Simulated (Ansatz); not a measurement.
Cost and result for the atomization energy of F₂H₄SSi₂, SMILES `F[SiH2]S[SiH2]F` (9 atoms, 8 bonds).

Cartesian coordinates in Å:
```
F 1.760 -1.553 -0.823
Si 0.753 -1.357 0.399
S -1.175 -0.808 -0.300
Si -0.855 1.287 -0.425
F -1.134 1.983 0.983
H 1.315 -0.297 1.265
H 0.615 -2.656 1.089
H -1.829 1.821 -1.399
H 0.549 1.579 -0.788
```

Charge 0, multiplicity 1. The geometry is a stationary point of PBE0-D4/def2-TZVP. It is one conformer, not always the lowest. Program: Ansatz. All runs use 4 threads of an AMD EPYC 9R45 on a shared host. Times are those of one run each, without the atoms' runs, and a repeat can differ threefold. Electronic energies, without spin–orbit coupling; frozen cores. CCSD(T)/CBS adds CCSD(T) − MP2 in def2-TZVPP to the MP2 limit, and its time is that of the two runs behind it. T1 = 0.012. B3LYP takes the VWN-RPA correlation (the form of Gaussian; ORCA's B3LYP/G).

CCSD(T)/CBS is a level of theory with its own doubt, some kJ/mol a heavy atom from the limit and from the frozen cores, so smaller differences don't rank the functionals.

| level | functions | atomization (kcal/mol) | difference from CCSD(T)/CBS | per bond |
| --- | --- | --- | --- | --- |
| B2PLYP/def2-TZVPP | 244 | 738.2 | -15.8 | -2.0 |
| PBE0-D4/def2-TZVPP | 244 | 738.4 | -15.6 | -1.9 |
| MP2/def2-QZVPP | 444 | 760.8 | 6.8 | 0.8 |
| PBE-D4/def2-TZVPP (with forces) | 244 | 748.5 | -5.5 | -0.7 |
| ωB97X-V/def2-TZVPP | 244 | 755.3 | 1.3 | 0.2 |
| r2SCAN-D4/def2-TZVPP (with forces) | 244 | 751.0 | -3.0 | -0.4 |
| ωB97M-V/def2-TZVPP (with forces) | 244 | 752.3 | -1.7 | -0.2 |
| CCSD(T)/CBS(def2) | – | 754.0 | 0.0 | 0.0 |
| B3LYP-D4/def2-TZVPP (with forces) | 244 | 743.4 | -10.6 | -1.3 |
| CCSD(T)/def2-TZVPP | 244 | 729.5 | -24.5 | -3.1 |

(1) Order the runs by time, with rough figures. (Best estimate.)

Results:

(1) Ansatz gave: PBE-D4/def2-TZVPP (with forces) 0.85 s; PBE0-D4/def2-TZVPP 1.1 s; r2SCAN-D4/def2-TZVPP (with forces) 1.5 s; B3LYP-D4/def2-TZVPP (with forces) 1.6 s; B2PLYP/def2-TZVPP 1.7 s; ωB97X-V/def2-TZVPP 2.5 s; ωB97M-V/def2-TZVPP (with forces) 3.5 s; MP2/def2-QZVPP 6.5 s; CCSD(T)/def2-TZVPP 35 s; CCSD(T)/CBS(def2) 41 s.

From PBE to PBE0 (25 % exact exchange), in def2-TZVPP and without D4, the atomization energy moves by −9.2 kcal/mol: exact exchange takes away binding that semilocal exchange gives to molecules. The D4 term adds +9.1 kcal/mol with B3LYP and +4.7 kcal/mol with PBE0; it sums over pairs of atoms, weighted by their polarisabilities, and B3LYP, whose exchange is more repulsive, gets the larger term. In def2-TZVPP, CCSD(T) changes the Hartree–Fock value by +166.7 kcal/mol (the triples alone add +10.2 kcal/mol) and MP2 by +183.0 kcal/mol; breaking electron pairs costs correlation energy, which Hartree–Fock lacks.
